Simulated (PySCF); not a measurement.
# Excitation energy of Sc²⁺ by level of theory

Sc²⁺ [Ar] 3d1 (2D) → Sc²⁺ [Ar] 4s1 (2S), as a difference of total energies. All numbers are calculated (PySCF 2.14, no relativity, point nucleus, in def2-QZVPPD (11s6p5d3f2g, 93 functions)). Correlated levels: valence and next inner shell: [Ne] frozen. The calculations carry no spin-orbit coupling.

```tsv
method	excitation energy (eV)
UHF	3.181
LDA	3.713
PBE	3.810
PBE0	3.816
r2SCAN	4.047
MN15	3.933
revPBE	3.882
LC-wPBE	4.129
r2SCAN0	3.957
MP2 (valence and next inner shell)	3.062
SCS-MP2 (valence and next inner shell)	3.130
```

Q: How much does correlation contribute at MP2 (valence and next inner shell)?

A: 3.062 − (3.181) = -0.119 eV, measured against UHF.

A first-order spin-orbit estimate (lowest level to lowest level, LS coupling) adds 0.016 eV.
